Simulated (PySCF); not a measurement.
Isomers of C6H9N3, from PBE0-D3(BJ)/def2-SVP geometry optimisation, gas phase (PySCF). One conformer each, no zero-point energy, no frequencies.

Question: Which isomer lies lowest at this level?
A. `[CH2:1]=[CH:2][CH2:3][n:4]1[cH:5][c:6]([CH3:7])[n:8][n:9]1` with C1–C2–C3–N4 -124°, C2–C3–N4–C5 55°: A = 4192, B = 940.0, C = 804.4 MHz, dipole 4.44 D
B. `[CH3:1][c:2]1[n:3][nH:4][n:5][c:6]1[CH:7]1[CH2:8][CH2:9]1` with N5–C6–C7–C8 35°: A = 3033, B = 1312, C = 992.7 MHz, dipole 0.52 D
C. `[CH3:1][CH2:2][CH2:3][c:4]1[n:5][cH:6][n:7][cH:8][n:9]1` with C1–C2–C3–C4 180°, C2–C3–C4–N5 -89°: A = 4795, B = 911.0, C = 823.3 MHz, dipole 0.97 D
D. `[CH2:1]=[CH:2][n:3]1[c:4]([CH3:5])[n:6][n:7][c:8]1[CH3:9]` with C1–C2–N3–C4 6°: A = 2286, B = 1785, C = 1016 MHz, dipole 5.10 D

Answer: C. That is `CCCC1=NC=NC=N1`, 21.4 kcal/mol below the next.

```tsv
SMILES	mapped SMILES	E (Eh)	relative (kcal/mol)	relative (kJ/mol)	dipole (D)
CCCc1ncncn1	[CH3:1][CH2:2][CH2:3][c:4]1[n:5][cH:6][n:7][cH:8][n:9]1	-397.57619	0.0	0.0	0.97
C=Cn1c(C)nnc1C	[CH2:1]=[CH:2][n:3]1[c:4]([CH3:5])[n:6][n:7][c:8]1[CH3:9]	-397.54216	21.4	89.4	5.10
Cc1n[nH]nc1C1CC1	[CH3:1][c:2]1[n:3][nH:4][n:5][c:6]1[CH:7]1[CH2:8][CH2:9]1	-397.53197	27.7	116.1	0.52
C=CCn1cc(C)nn1	[CH2:1]=[CH:2][CH2:3][n:4]1[cH:5][c:6]([CH3:7])[n:8][n:9]1	-397.51452	38.7	161.9	4.44
```

As drawn, the highest has an N–N linkage and a C=C bond outside aromatic rings, which the lowest lacks.
